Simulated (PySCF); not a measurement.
An unknown is described by computed data only.

Formula: C7H16O2Si.

| Item | Value |
| --- | --- |
| 13C NMR | chemical shifts (computed TMS as zero) by class: 88.4 (1 C), 59.5 (1 C), 33.9 (1 C), 25.1 (1 C), 0.2 (3 C) ppm [GIAO HF/pcSseg-1] |
| Dipole | 0.99 D [HF/pcSseg-1] |
| Rotational structure | rotational constants A, B, C: 2.061, 0.702, 0.667 GHz [PBE0-D3(BJ)/def2-SVP] |
| 1H NMR | chemical shifts (computed TMS as zero) by class: 4.71 (1 H), 3.53 (1 H), 3.21 (1 H), 1.94 (1 H), 1.71 (1 H), 1.53 (1 H), 1.46 (1 H), 0.14 (9 H) ppm [GIAO HF/pcSseg-1] |
| NMR, other nuclei | isotropic shieldings of nuclei other than C and H, by class: 250 (1 O), 257 (1 O), 377 (1 Si) ppm [GIAO HF/pcSseg-1] |

Electronic properties: PySCF, gas phase, density fitting. Levels stand in brackets. One conformer (not necessarily the lowest) at the PBE0-D3(BJ)/def2-SVP geometry, without solvent, vibrations or thermal averaging. NMR values are class means; diastereotopic atoms form classes of their own.

Task: Give a SMILES that accounts for the data.

Result: Numbering: `[CH3:1][Si:2]([CH3:3])([CH3:4])[O:5][C@H:6]1[CH2:7][CH2:8][CH2:9][O:10]1`. Its formula, C7H16O2Si, gives 1 degree of unsaturation: 1 ring and 0 π bonds in the structure found. 7 carbons fall into 5 classes; from least to most shielded: sp3 carbon bearing two oxygens [C6] (88.4 ppm), ring sp3 carbon bound to oxygen [C9] (59.5 ppm), ring CH2 carbon [C7] (33.9 ppm), ring CH2 carbon [C8] (25.1 ppm), Si-methyl carbon [C1/C3/C4] (0.2 ppm, 3 C, up to 3.5 ppm apart in this geometry). Hydrogen classes from least to most shielded: 1 H on an sp3 carbon bearing two oxygens, C6 (4.71 ppm), 1 H on an sp3 carbon bound to oxygen, C9 (3.53 ppm), 1 H on an sp3 carbon bound to oxygen, C9 (3.21 ppm), 1 H on a ring CH2 carbon, C7 (1.94 ppm), 1 H on a ring CH2 carbon, C7 (1.71 ppm), 1 H on a ring CH2 carbon, C8 (1.53 ppm), 1 H on a ring CH2 carbon, C8 (1.46 ppm), 9 H on 3 Si-methyl carbons, C1/C3/C4 (0.14 ppm, a mean of values up to 1.0 ppm apart in this geometry). The other shieldings belong to: 250 ppm, cyclic ether oxygen [O10]; 257 ppm, silyl ether oxygen [O5]; 377 ppm, oxygen-bound silicon [Si2]. The optimised geometry has point group C1 and is an asymmetric top. Structure: `C[Si](C)(C)O[C@H]1CCCO1`. Computed isomers that give other values at the same levels: `CO[SiH2]OCC1CCCC1` (rotational constant A: 2.221 GHz; this holds for the one conformer computed). The assignments are read from this structure; whether some other isomer fits the data as well wasn't checked. The mirror image fits equally.
